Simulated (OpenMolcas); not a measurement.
Dy2+.

| Property | Result |
| --- | --- |
| Program | OpenMolcas |
| Method | CASSCF |
| Basis | ANO-R1 [7s5p3d2f] |
| Scalar Hamiltonian | X2C, finite nucleus |
| Active space | 10 electrons in 7 orbitals (4f) |
| State averaging | 2S+1 = 5 even, 35 roots; 2S+1 = 3 even, 210 roots (159 in the spin-orbit step); 2S+1 = 1 even, 196 roots (105 in the spin-orbit step) |
| Spin-orbit coupling | RASSI with atomic mean-field integrals over the reference wave functions, term energies averaged over their components |

Levels without dynamic correlation, in cm-1 above 4f10 5I8:

| Level | E |
| --- | --- |
| 4f10 5F5 | 18551 |
| 4f10 5S2 | 21083 |
| 4f10 3K8(1) | 21607 |
| 4f10 3L9 | 30124 |
| 4f10 5G5 [66 %] | 30775 |

On this reference, MS-CASPT2, IPEA 0.25 Eh, imaginary shift 0.1 Eh (closed shells correlated: 5s 5p) puts 4f10 5F5 at 16200 cm-1.

Q: Estimate the other levels at that method by one scale factor, and say how well it serves.

A: The factor is 16200 / 18551 = 0.873. Scaled values beside those that MS-CASPT2 gives:
```json
{"Level": "4f10 5S2", "Scaled": "18405", "MS-CASPT2": "18870", "Miss (%)": "-2.5"}
{"Level": "4f10 3K8(1)", "Scaled": "18863", "MS-CASPT2": "20450", "Miss (%)": "-7.8"}
{"Level": "4f10 3L9", "Scaled": "26298", "MS-CASPT2": "28720", "Miss (%)": "-8.4"}
{"Level": "4f10 5G5 [66 %]", "Scaled": "26867", "MS-CASPT2": "28170", "Miss (%)": "-4.6"}
```
For these levels the scaled values miss MS-CASPT2 by up to 8.4 %, as correlation changes each term by its own factor, spin-orbit parts do not scale and CASPT2 has its own spread within terms. This holds within one configuration; levels of others move differently, and the target method has errors of its own against measurement.

CASPT2 breaks the degeneracy within a term, and the mean is taken; among the terms shown or strongly mixed into the levels shown the widest spread is 870 cm-1 (4f10 5I, MS-CASPT2). High states are left out of the spin-orbit mixing, which shifts the levels that they would mix with. Without dynamic correlation excited terms often stand tens of per cent too high (terms of higher spin than the ground term too low), and those without a measured partner can miss by more than the paired ones (holds for CASSCF). Blocks of more than 70 roots (2S+1 = 3 even, 1 even) ran without multistate coupling (holds for MS-CASPT2). The CASPT2 spread within a term exceeds the gap to the next term for 4f10 5G and 4f10 3H(1), so the order of their levels is uncertain, and so are names and mixing where such terms share a J (holds for MS-CASPT2). Levels of configurations outside the active space are missing.

A share in square brackets marks a mixed level and gives the weight of the term that names it, the lowest over the columns. A number in round brackets counts repeated terms of one configuration in the order of the reference energies.
